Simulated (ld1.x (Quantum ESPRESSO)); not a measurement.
# S (Z = 16), TM: configuration errors across variants

```json
{"Element": "S (Z = 16)", "Generator": "ld1.x (Quantum ESPRESSO) 7.5", "Type": "norm-conserving Troullier–Martins (Kleinman–Bylander form)", "Functional": "PBE", "Relativity": "non-relativistic", "Frozen core": "[Ne]", "Valence charge": "6", "Reference configuration": "3s2 3p3 (charge +1)", "Partial waves": "3p (bound): rc 1.45 bohr; 3d channel at 0.1 Ry: rc 1.10 bohr; 3s (bound): rc 1.20 bohr", "Local potential": "the s channel", "Core correction": "Bessel-smoothed model core inside 0.90 bohr"}
```

All-electron excitation energies from the reference (eV): (1) 3s2 3p4 -11.782; (2) 3s2 3p2 22.296; (3) 3s2 3p1 56.346; (4) 3s1 3p5 -1.599; (5) 3s1 3p4 10.741; (6) 3s2 3p4.3 -13.495; (7) 3s0 3p6 8.697.

2 further variants failed, have other tests or too few solved ones, and are left out.

Errors AE − PS in meV (a dash: test not solved or not reliable):

```csv
change,(1),(2),(3),(4),(5),(6),(7),bound ghosts
base,+4.4,+10,+56,+0.9,-1.1,+6.2,-4.7,none
wave 3s (bound): rc 1.20 bohr becomes 3s (bound): rc 1.78 bohr,+6.9,+15,+79,-2.0,-7.8,+9.9,-25,none
wave 3d channel at 0.1 Ry: rc 1.10 bohr becomes 3d channel at 4.62 Ry: rc 1.10 bohr,+4.4,+10,+56,+0.9,-1.1,+6.2,-4.7,none
"all radii but the core radius scaled by about 1.15 (s 1.38, p 1.66, d 1.26 bohr)",+4.0,+9.7,+53,+1.3,-0.6,+5.7,-2.5,none
wave 3p (bound): rc 1.45 bohr becomes 3p (bound): rc 1.36 bohr,+4.4,+10,+53,+1.4,-0.4,+6.2,-2.2,none
wave 3d channel at 0.1 Ry: rc 1.10 bohr becomes 3d channel at 0.1 Ry: rc 1.38 bohr,+4.4,+10,+56,+0.9,-1.1,+6.2,-4.7,none
type RRKJ; rho0 0.005,+4.4,+11,+63,-0.9,-3.4,+6.1,-12,none
wave 3d channel at 0.1 Ry: rc 1.10 bohr becomes 3d channel at 0.1 Ry: rc 1.58 bohr,+4.4,+10,+56,+0.9,-1.1,+6.2,-4.7,none
local potential all-electron potential smoothed inside 0.95 bohr (lloc = -2),+5.8,+14,+78,+1.0,-0.7,+8.2,-4.7,none
```

Task: Give the same row for: core correction Bessel-smoothed model core inside 0.86 bohr.

Result: +4.4, +10, +55, +0.8, -1.1, +6.2, -4.7; bound ghosts: none.
